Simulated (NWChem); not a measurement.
Molecule: CAlF2NO; SMILES O=C=[N][Al]([F])[F]

```xyz
6

Al    -0.0081    -0.9275     0.0008
F      1.4152    -1.7832    -0.0006
F     -1.4453    -1.7594     0.0024
N      0.0068     0.8305     0.0011
C      0.0179     2.0442     0.0012
O      0.0286     3.2234     0.0013
```
Atoms are numbered in this order, from 1.

Level: PBE-D3(BJ)/def2-SVP (NWChem), optimised geometry, unscaled harmonic frequencies. 

```tsv
frequency (cm⁻¹)	IR intensity (km/mol)
62	0.4
91	1.4
226	33.5
241	23.2
281	101.7
526	42.9
593	25.6
604	24.3
833	193.0
953	120.8
1480	44.6
2396	1116.3
```

```
Property                                                                           Result
-----------------------------------------------------------------------  ----------------
zero-point energy                                                           11.8 kcal/mol
thermal correction to the enthalpy at 298.15 K (with zero-point energy)     16.5 kcal/mol
heat capacity Cv                                                         19.5 cal/(mol K)
entropy at 298.15 K and 1 atm (symmetry number 2)                        81.4 cal/(mol K)
dipole moment                                                                      0.26 D
```

Rigid rotor and harmonic oscillator; modes under 100 cm⁻¹ make the entropy uncertain.
